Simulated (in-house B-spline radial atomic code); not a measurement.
## Binding energies in Cl⁺

NIST's tabulated ground configuration is [Ne] 3s2 3p4; each binding energy is the energy of the ion with one electron taken from that subshell, relaxed, less that of the parent. Computed with a radial B-spline atomic code at the basis-set limit: Dirac-Kohn-Sham B3LYP, spherical fractional occupations, Fermi nucleus of rms radius 3.3654 fm. Energies include first-order Breit, QED and recoil terms.

Caution: exact exchange at fractional occupations of open shells leaves self-interaction of up to several eV.

| subshell | X-ray name | binding energy (eV) | -ε (eV) | relaxation (eV) |
| --- | --- | --- | --- | --- |
| 1s | K | 2872 | 2788.0 | -86.3 |
| 2s | L1 | 289.2 | 273.5 | -15.8 |
| 2p1/2 | L2 | 229.3 | 211.9 | -17.5 |
| 2p3/2 | L3 | 229 | 210.2 | -18.8 |
| 3s | M1 | 39.99 | 34.08 | -5.92 |
| 3p | M2,3 | 25.8 | 19.99 | -5.82 |

Relaxation = -ε minus the binding energy without Breit, QED and recoil terms. With a density functional, K lines can miss by some tenths of a per cent, more in light atoms. For a density functional the relaxation so defined is negative, because -ε of a Kohn-Sham level is smaller than the binding energy.

Emission lines follow as differences of binding energies, with λ = 12398.42 eV·Å / E:

| line | holes | energy (eV) | wavelength (Å) |
| --- | --- | --- | --- |
| K-L3 | 1s → 2p3/2 | 2643.0 | 4.691 |
| K-L2 | 1s → 2p1/2 | 2642.7 | 4.6916 |
| L3-M1 | 2p3/2 → 3s | 189.0 | 65.597 |

Q: What screening constant σ does Moseley's law, E = (3/4)·13.6057 eV·(Z - σ)², need for K-L3?

A: σ = 0.91.

Q: What does it cost to remove both a 2p3/2 and a 2p1/2 electron?

A: 501.34 eV, which is 43.03 eV more than the two single binding energies together.

Q: What does it cost to remove two 2p1/2 electrons?

A: 495.82 eV, which is 37.2 eV more than the two single binding energies together.

Q: What does it cost to remove both a 2s and a 3s electron?

A: 346.58 eV, which is 17.41 eV more than the two single binding energies together.
